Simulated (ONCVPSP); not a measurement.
## Potentials for platinum (Pt) compared

Generated with ld1.x 7.5 (TM, RRKJ, ultrasoft, PAW), atompaw 4.2 or ONCVPSP 4.0.1. The cutoff is in Ry: for ld1.x and atompaw files where the sum of valence levels is converged to 10 mRy in a Bessel basis, for ONCV files where the hardest occupied wave has 1 mHa per electron of residual kinetic energy. The error is the largest all-electron minus pseudo excitation energy over each file’s own four to seven test configurations (ionisations up to +4, promotions, holes and added fractions of an electron), all of which were solved. The labels leave out finer settings (local radius, basis sizes, second energies), which also bear on the numbers. Spin-polarised tests are not counted. The rows are a selection from randomly drawn settings: files with unsolved tests, undetermined cutoffs or missed reference levels are left out.

A true bound ghost makes a file unfit for plane-wave use even where its test errors are small: the radial tests pick states by their node count and pass the ghost by.

```tsv
potential	cutoff (Ry)	largest error (meV)	bound ghosts
ONCV, PBE, fully relativistic, rc 1.85/2.55/2.45 (spd), local smoothed, core correction yes, reference 5d9, qcut 2.7/2.8/6.4, projectors 2/2/2	30	-114	none
ONCV, PBE, fully relativistic, rc 2.45/1.25/2.45 (spd), local smoothed, core correction yes, reference 5p6 5d9 6s1, qcut 2.7/7.7/7.7, projectors 2/2/2	240	+43	s
ONCV, LDA (Perdew-Wang 92), scalar-relativistic, rc 1.30/1.15/1.15 (spd), local d, core correction yes, reference 5s2 5p6 5d9 6s1, qcut 8.6/6.3/8.8, projectors 2/2/0	202	-4.8	none
ONCV, PBE, scalar-relativistic, rc 1.65/1.65/1.85 (spd), local p, core correction no, reference 5s2 5p6 5d9 6s1, qcut 6.3/7.5/9.3, projectors 3/0/3	42	-133	none
ONCV, LDA (Perdew-Zunger), scalar-relativistic, rc 1.80/1.45/1.35 (spd), local smoothed, core correction yes, reference 5s2 5p6 5d9 6s1, qcut 8.3/8.6/6.1, projectors 2/2/2	63	-105	none
```

Fill in the row for Pt: ONCV, PBE, scalar-relativistic, rc 1.50/1.65/1.35 (spd), local smoothed, core correction yes, reference 5s2 5p6 5d9 6s1, qcut 7.2/8.1/6, projectors 2/2/2.

cutoff 52 Ry, largest error -14 meV, bound ghosts: none.
